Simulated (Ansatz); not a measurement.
Molecule (SMILES): F[C]Cl (closed-shell singlet).
Atoms: F1, C2, Cl3. Bonds: F1-C2, C2-Cl3.

Basis-set convergence of the optimised F1-C2 bond length at PBE with Ansatz (a first-principles code). All functions are spherical. No added dispersion term, no relativity. Reference: the value in def2-QZVPPD, 1.3117 Å, itself unsure by roughly 0.0003 Å (its mean distance from pcseg-3, def2-QZVPP, cc-pV(Q+d)Z). Deviations are taken from unrounded values.

| basis | functions | optimised F1-C2 bond length (Å) | minus reference (Å) |
|---|---|---|---|
| def2-SVP | 46 | 1.3045 | -0.0072 |
| aug-pcseg-1 | 73 | 1.3192 | 0.0075 |
| def2-TZVP | 99 | 1.3125 | 0.0009 |
| def2-TZVPP | 104 | 1.3126 | 0.0009 |
| aug-pcseg-2 | 142 | 1.3126 | 0.0009 |
| cc-pCVTZ | 145 | 1.3102 | -0.0015 |
| def2-QZVPP | 184 | 1.3118 | 0.0001 |

The smallest set listed that lies within 0.003 Å of the reference with all its larger relatives (same family, alike in diffuse functions; a set with none counts only in the reference's own line) is def2-TZVP (99 functions, 0.0009 Å off). Inside, with no larger relative to test it: aug-pcseg-2, cc-pCVTZ.
